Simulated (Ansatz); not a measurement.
The same path of C2H3NSi (7 atoms, charge 0, multiplicity 1) was run twice with different band settings. Lost on the way: C4–H6. Made: N3–H6.

These are results of RKS B3LYP-D4/def2-SVP (Ansatz), not measurements.

Relaxed end points:

```xyz
7
Properties=species:S:1:pos:R:3
C -2.118 -0.417 -1.296
Si -0.938 0.189 -0.303
N 0.661 -0.370 0.069
C 1.553 0.125 0.823
H -3.133 -0.190 -1.627
H 2.522 -0.397 0.926
H 1.454 1.060 1.408
```

```xyz
7
Properties=species:S:1:pos:R:3
C -1.683 -0.261 -0.851
Si -0.178 0.381 -1.204
N 1.035 -0.197 0.205
C 1.303 0.330 1.337
H -2.747 -0.462 -0.976
H 1.503 -1.071 -0.043
H 0.767 1.281 1.532
```

Common settings: movable images 7; climbing image yes; spring 5.0 eV/Å²; optimiser quadratic models (default); start path through a guess of the saddle point; force threshold 0.05 eV/Å; end points relaxed.

| run | iteration limit |
| --- | --- |
| 1 | 60 |
| 2 | 6 |

What does each run give, and how far can it be trusted?

Run 1: converged after 48 iterations, highest image 3.365 eV above the first end. Neighbouring images differ by up to 1.7 eV, so the band resolves the path poorly. A vibrational analysis at the climbing image gives one clearly imaginary mode, 1995i cm⁻¹: a first-order saddle point.
Run 2: not converged after 6 iterations, highest image 3.658 eV above the first end. The band didn't meet its force threshold, so its energies are provisional: the largest band force was still 1.35 eV/Å, and over the last iterations the top moved between 3.26 and 3.72 eV.
The orbitals stay closed-shell, which can raise the energy where a bond breaks towards radicals; this wasn't checked here.
